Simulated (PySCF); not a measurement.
**Two-component Hartree-Fock for Ag(2+) (silver, charge +2)**

Start: [Kr] 4d8 5p1; 4d3/2 filled at m_j = -1/2, +1/2, +3/2; 4d5/2 filled at m_j = -3/2, -1/2, +1/2, +3/2, +5/2; 5p3/2 filled at m_j = +3/2. Calculated with PySCF 2.14 in x2c-TZVPall-2c (8s9p7d1f, 77 functions): generalised Hartree-Fock with the X2C-1e Hamiltonian and a Gaussian nucleus; one run each with spin-orbit coupling (SO) switched off, then screened by Boettger's factors. This is a chosen level, not necessarily the ground level.

| spinor shell | electrons | ε, spin-free (eV) | ε, screened SO (eV) | weight of nominal j (screened SO) | rms radius, screened SO (bohr) |
| --- | --- | --- | --- | --- | --- |
| 1s1/2 | 2 | -25675.8 | -25673.8 | 1.000 | 0.0357 |
| 2s1/2 | 2 | -3892.4 | -3891.9 | 1.000 | 0.146 |
| 2p1/2 | 2 | -3487.6 | -3609.1 | 1.000 | 0.127 |
| 2p3/2 | 4 | -3487.6 | -3431.5 | 1.000 | 0.131 |
| 3s1/2 | 2 | -775.21 | -775.06 | 1.000 | 0.392 |
| 3p1/2 | 2 | -638.93 | -661.14 | 1.000 | 0.387 |
| 3p3/2 | 4 | -638.93 | -628.62 | 1.000 | 0.398 |
| 3d3/2 | 4 | -424.38 | -428.44 | 0.997 | 0.374 |
| 3d5/2 | 6 | -424.38 | -421.53 | 0.998 | 0.377 |
| 4s1/2 | 2 | -145.48 | -145.47 | 1.000 | 0.970 |
| 4p1/2 | 2 | -103.16 | -108.39 | 0.952 | 1.04 |
| 4p3/2 | 4 | -103.16 | -100.71 | 0.976 | 1.07 |
| 4d5/2 | 5 | -42.454 | -42.406 | 0.625 | 1.36 |
| 4d3/2 | 3 | -42.454 | -42.716 | 0.664 | 1.35 |
| 5p3/2 | 1 | -19.144 | -18.997 | 1.000 | 3.25 |

| quantity | spin-free | screened SO |
| --- | --- | --- |
| E (hartree) | -5310.85699 | -5311.84907 |
| M_J | 11/2 | 11/2 |
| ⟨J²⟩ | 35.759 | 35.758 |
| ⟨L²⟩ | 20.007 | 20.099 |
| ⟨S²⟩ | 3.752 | 3.741 |

Each row is a mean over spinors that exchange with the open shell spreads, by up to 9.008 eV (4p3/2).

Rows whose weight is well below 1 are mixtures of j = l ± 1/2: exchange outweighs spin-orbit coupling there, and the label is only the starting occupation.

Breit and QED terms are absent; they matter most for the inner s and p1/2 levels.

Densities and radii are taken from the X2C orbitals without a picture-change correction, which distorts them close to the nucleus.

Without spin-orbit coupling the j labels of p, d and f shells carry no meaning; the spin-free column gives the mean over the occupied spinors of each nl shell.
